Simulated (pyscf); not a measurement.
•H₂C–CH₂–CH₂–CH=CH₂ → cyclic C₅H₉ (SMILES [CH]1CCCC1) [doublet] (ring closure; doublet surface; none broken, C–C formed). Structures and frequencies: ωB97X-D3(BJ)/def2-SVP in PySCF. Energies in kcal/mol from the reactant's lowest minimum found.

```json
[
 {"level": "ωB97X-D3(BJ)/def2-TZVP", "barrier": "15.6", "reaction energy": "-23.3"},
 {"level": "PBE/def2-TZVP", "barrier": "12.2", "reaction energy": "-21.5"},
 {"level": "r²SCAN/def2-TZVP", "barrier": "___", "reaction energy": "-21.7"},
 {"level": "M06-2X/def2-TZVP", "barrier": "17.4", "reaction energy": "-20.4"},
 {"level": "ωB97M-D3(BJ)/def2-TZVP", "barrier": "___", "reaction energy": "___"},
 {"level": "HF/def2-TZVP", "barrier": "21.5", "reaction energy": "-15.8"}
]
```

Task: Fill in the missing entries.

Result: 
- r²SCAN/def2-TZVP, barrier: 13.3
- ωB97M-D3(BJ)/def2-TZVP, barrier: 16.3
- ωB97M-D3(BJ)/def2-TZVP, reaction energy: -20.8

The functionals in the table span 5.2 kcal/mol in this barrier, from PBE to M06-2X. One saddle was located; it need not be the lowest between these sides.
